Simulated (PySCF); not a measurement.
## Polarisability and C₆ of Au³⁺ (gold, charge +3)

[Xe] 4f14 5d8, high-spin 3F determinant. Computed with PySCF 2.14 in x2c-TZVPPall with one added diffuse shell each of s, p, d, f type (12s8p8d4f1g, 113 functions), with scalar relativity by spin-free X2C-1e. Coupled (time-dependent) response in atomic units; α is the mean over directions.

```csv
method,mean α (bohr³),C₆ (like pair),S(−4)
PBE,6.152,35.52,6.538
```

S(−4) is the Cauchy moment in α(ω) = α(0) + S(−4) ω² + …

Spin-orbit coupling is absent.

α(iu) at PBE:

| u (hartree) | α(iu) (bohr³) |
| --- | --- |
| 0 | 6.152 |
| 0.0500 | 6.136 |
| 0.100 | 6.088 |
| 0.200 | 5.908 |
| 0.300 | 5.646 |
| 0.500 | 5.011 |
| 0.750 | 4.232 |
| 1.00 | 3.571 |
| 1.50 | 2.594 |
| 2.00 | 1.945 |
| 3.00 | 1.187 |
| 5.00 | 0.5619 |

A single London oscillator, α(iu) = α/(1 + u²/ω²), gives C₆ = (3/4) ω α². Matching the computed C₆ needs ω = 4 × 35.52 / (3 × 6.152²) = 1.25 hartree.

For an ion, C₆ is the dispersion term alone; charge-induced terms of lower order in 1/R come first.

Spin-orbit coupling, absent here, splits the open shell strongly.
